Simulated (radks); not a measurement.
Excited configurations of W III: one electron is placed in a higher orbital outside [Xe] 4f14 5d3. The ground configuration is [Xe] 4f14 5d4. Method: Dirac Kohn-Sham, LDA (Slater exchange, Perdew-Wang correlation), spin-unpolarised, spherical densities, point nucleus; open shells are shared between the two j in proportion to 2j + 1; computed with a radial shooting solver on a logarithmic mesh with Libxc functionals. Excitation = E - E(ground); binding = E(ion) - E, where the ion is the core of charge +3; n* = 3/sqrt(2 binding) in atomic units, and the quantum defect is n - n*. Eigenvalue and <r> are those of j = l + 1/2.

| outer orbital | excitation (eV) | binding (eV) | n* | quantum defect | eigenvalue (eV) | <r> (bohr) |
|---|---|---|---|---|---|---|
| 5f | 17.438 | 8.259 | 3.851 | 1.149 | -6.426 | 5.270 |
| 6s | 0.978 | 24.718 | 2.226 | 3.774 | -20.829 | 2.718 |
| 6p | 7.701 | 17.996 | 2.609 | 3.391 | -14.496 | 3.409 |
| 6d | 15.062 | 10.634 | 3.393 | 2.607 | -8.693 | 5.014 |
| 7s | 14.233 | 11.464 | 3.268 | 3.732 | -9.806 | 5.529 |
| 7p | 16.418 | 9.279 | 3.633 | 3.367 | -7.766 | 6.620 |
| 7d | 19.272 | 6.425 | 4.366 | 2.634 | -5.407 | 8.908 |

Estimate the row for 6f.

Answer. excitation (eV) 20.190; binding (eV) 5.507; n* 4.716; quantum defect 1.284; eigenvalue (eV) -4.531; <r> (bohr) 9.307. The Delta-SCF ionisation energy is 25.696 eV (NIST Atomic Spectra Database: 26.0 eV, semi-empirical). Self-interaction in the functional shifts the binding energies and quantum defects, so they are the method's values and not measured ones. Spin polarisation and multiplet splitting are left out, so open shells lie too high by an amount that depends on their filling. Sharing an open shell by 2j + 1 raises it above the true ground level by a part of the spin-orbit splitting, which enters the differences from NIST.

Beside tabulated values, note that spin-unpolarised runs miss the spin-polarisation part of the exchange energy of open shells.
